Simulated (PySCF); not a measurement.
Delta-SCF ions had no search for a lower state. Excitations are Tamm–Dancoff values on a coarser integration grid. The basis has no diffuse functions, so Rydberg states are missing or too high.

H₄F₂Ge₂, SMILES `[GeH2]([GeH2][F])[F]` (F–Ge–Ge–F torsion 177°) (charge 0, multiplicity 1)

Calculation: PySCF with PBE-D3(BJ)/def2-TZVP // PBE-D3(BJ)/def2-SVP.

```
Property                                                             Value
-------------------------------------------  -----------------------------
HOMO                                                              -7.29 eV
dipole moment                                                       0.08 D
HOMO–LUMO gap                                                      5.07 eV
LUMO                                                              -2.23 eV
S1 excitation (TDA)                                                5.35 eV
S1 oscillator strength                                               0.007
brightest of the four lowest singlets (TDA)                        6.92 eV
T1 excitation (TDA)                                                4.76 eV
S1–T1 gap (TDA)                                                    0.59 eV
vertical ionisation energy (Delta-SCF)                            10.23 eV
total energy                                                 -4355.4362 Ha
cost                                         very roughly 2.2 core-minutes
```

```xyz
8

F     -1.7680     0.6836    -1.4232
Ge    -1.2206    -0.1090     0.0624
Ge     1.2228    -0.0160    -0.0240
F      1.7684    -0.7391     1.4973
H     -1.8202     0.7035     1.2406
H     -1.7822    -1.5549     0.0198
H      1.8307    -0.8787    -1.1617
H      1.7775     1.4330    -0.0457
```
